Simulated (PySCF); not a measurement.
**Working with the constants of OsO**

ROHF constants of OsO, ⁵Δ (quintet), unpaired electrons σ ↑, π ↑↑, δ ↑ (basis Os x2c-TZVPPall, O x2c-TZVPPall; spin-free X2C with a Gaussian nucleus; PySCF 2.14; masses 191.9615 and 15.9949 u):

```
ωe              : 1052.2 cm⁻¹
ωexe            : 4.49 cm⁻¹
Be              : 0.40517 cm⁻¹
αe              : 0.00193 cm⁻¹
D (centrifugal) : 2.4e-07 cm⁻¹
```

(1) Give the vibrational terms G(v) and spacings up to v = 3.

These are scalar-relativistic numbers at best; spin–orbit coupling would shift them, the dissociation energy most. Hartree–Fock leaves out correlation, which carries a large part of most bond energies and some tenths to 1 eV of ionisation energies. The state is the lowest single determinant that the PBE0 search found; with open d or f shells the true ground state can be another one.

## Answers

(1) G(v) = ωe(v+½) − ωexe(v+½)².

```
v  G(v) (cm⁻¹)  G(v) − G(v−1)  Bv (cm⁻¹)
0          525                    0.4042
1         1568           1043     0.4023
2         2602           1034     0.4003
3         3628           1025     0.3984
```
